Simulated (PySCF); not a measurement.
## Assigning NMR signals

Numbering as in the mapped SMILES `[CH:1]#[C:2][CH2:3][SiH2:4][O:5][SiH2:6][O:7][CH3:8]` (H(Xn): hydrogen on atom n).

All values are calculated (PySCF 2.14.0 with density-fitted response routines): geometry from GFN2-xTB, PBE0/pcSseg-1 with gauge-including orbitals. No solvent model, one computed conformer, non-relativistic Hamiltonian, equivalent nuclei averaged.

References, each an isolated molecule treated in the same way: TMS for ¹³C (σ = 186.93 ppm) and ¹H (σ = 31.72 ppm).

(1) Assign these signals to the numbered atoms. ¹³C{¹H} NMR (computed): δ 85.4, 74.2, 50.5, 8.0.

(2) Assign these signals to the numbered atoms. ¹H NMR (600 MHz, computed): δ 5.15 (t, 2H), 5.01 (s, 2H), 3.88 (s, 3H), 1.84 (m, 2H), 1.30 (t, 1H).

## Answers

(1) 
```tsv
δ (ppm)	atoms	environment	reason
85.4	C2	alkyne carbon	sp carbons lie upfield of alkene carbons because the cylindrical π system leaves one tensor component strongly shielded
74.2	C1	terminal alkyne carbon	sp carbons lie upfield of alkene carbons because the cylindrical π system leaves one tensor component strongly shielded
50.5	C8	methyl carbon bonded to O	the inductive effect lowers its shielding
8.0	C3	propargylic sp3 CH2 bonded to Si	an electropositive neighbour leaves it electron-rich and shielded
```

(2) 
| δ (ppm) | atoms | environment | reason |
| --- | --- | --- | --- |
| 5.15 | H(Si4) | hydrogen on a silicon bonded to C, O | – |
| 5.01 | H(Si6) | hydrogen on a silicon bonded to 2 O | – |
| 3.88 | H(C8) | hydrogen on a methyl carbon bonded to O | its carbon carries O, hence the downfield position |
| 1.84 | H(C3) | hydrogen on a propargylic sp3 CH2 bonded to Si | – |
| 1.30 | H(C1) | hydrogen on a terminal alkyne carbon | it lies on the axis of the triple bond, in its shielding cone |

Shifts are as computed. Against solution values, carbons near 30 ppm lie about +3 ppm off and those near 130 ppm about +5 ppm. Of 1309 compounds with measured shifts, 239 miss one by over three times the rms of a fit or turn the order of signals round; such compounds aren't used in these exercises. Multiplicities follow the n + 1 count of equivalent neighbours, as no J values were calculated; m marks all less simple cases, F and P coupling included.
